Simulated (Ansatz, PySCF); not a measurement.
C₂H₉PSi. Atoms are numbered in the order given.

```xyz
13

Si    -0.3870     0.3856     0.2595
C      0.0079     1.7975    -0.9191
C     -1.8963    -0.5743    -0.3208
P      1.3260    -1.0910     0.4847
H     -0.6361     0.9359     1.6309
H      0.2173     1.4132    -1.9297
H      0.8891     2.3631    -0.5799
H     -0.8412     2.4966    -0.9877
H     -2.1371    -1.3906     0.3770
H     -1.7211    -1.0152    -1.3148
H     -2.7748     0.0863    -0.3926
H      1.5460    -1.1870    -0.9259
H      2.3164    -0.0744     0.6571
```
Charge 0, spin multiplicity 1.

Coordinates come from a PBE0-D3(BJ)/def2-SVP optimisation. The values are those of a single conformer.

Vertical ionisation energy (IE) and electron affinity (EA) in eV. Rows of orbital energies are one-electron estimates. Where ΔSCF, EOM or ADC give a negative EA the extra electron is unbound and the value depends on the basis.

```tsv
level	IE	EA
−ε(HOMO), −ε(LUMO), CAM-B3LYP/def2-TZVP (PySCF)	8.47	-1.42
−ε(HOMO), −ε(LUMO), PBE/def2-TZVP (PySCF)	6.10	0.37
ΔSCF, CAM-B3LYP/def2-SVPD (Ansatz), final states of multiplicity 2 and 2	9.31	-1.64
ΔSCF, PBE/def2-SVPD (Ansatz), final states of multiplicity 2 and 2	9.09	-1.30
```

Q: What vertical singlet–triplet gap does ΔSCF give with CAM-B3LYP/def2-SVPD (Ansatz, a quantum-chemistry and plane-wave program) and with PBE/def2-SVPD (Ansatz)? (Estimate from the structure and the level; the computed values follow.)

A: 5.74 and 5.44 eV (triplet above singlet where positive).
